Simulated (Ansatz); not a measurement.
# Energy profile

The step: SiNH₃F₂ ([NH2][SiH]([F])[F]) + H₂ → SiH₂F₂ ([F][SiH2][F]) + NH₃; bonds formed: Si1–H7, N2–H6; bonds broken: Si1–N2, H6–H7 (atoms numbered as in the saddle structure below).

```
9
angstrom
Si -0.7028 -0.3103 -0.1216
N 1.0623 0.2213 -0.0525
F -0.4728 -1.6539 -1.0004
F -1.2343 -1.0108 1.2089
H -1.5521 0.4227 -1.0757
H 0.3782 1.1117 0.4492
H -0.6797 1.2103 0.8127
H 1.5950 -0.2225 0.6884
H 1.6060 0.2318 -0.9090
```

Electronic energies by CCSD(T) at an estimated basis limit (MP2 extrapolated from triple and quadruple zeta, plus CCSD(T) − MP2 in triple zeta), on PBE0-D4/def2-TZVP structures; SiNH5F2, closed shell; no counterpoise correction. Computed with Ansatz 0.2.0 (basis: def2-TZVPP and def2-QZVPP); correlated methods freeze the cores. Extrapolation: Hartree–Fock as exp(−7.88 √X), correlation as X^−2.97.

(1) Give the profile in kJ/mol, counted from the separated reactants. (An estimate is asked for; the value comes from the calculation.)

T1 diagnostic: at most 0.012.

## Answers

(1) By the calculation:
```csv
point,kJ/mol
"separated: SiNH3F2 (linked as [NH2][SiH]([F])[F]; Si1, N2, F3, F4, H5, H8, H9; singlet) + H2 (H6, H7; singlet)",0.0
start structure,-1.5
saddle,212.0
end structure,32.1
"separated: SiH2F2 (linked as [F][SiH2][F]; Si1, F3, F4, H5, H7; singlet) + NH3 (N2, H6, H8, H9; singlet)",57.5
```

For scale, one of the runs: CCSD(T)/def2-TZVPP, 205 basis functions (an equivalent command: `ansatz run in.yaml --threads 4`). Time: 56 s of wall clock on 4 CPU threads; the host was shared. Peak host memory: 2.8 GiB.
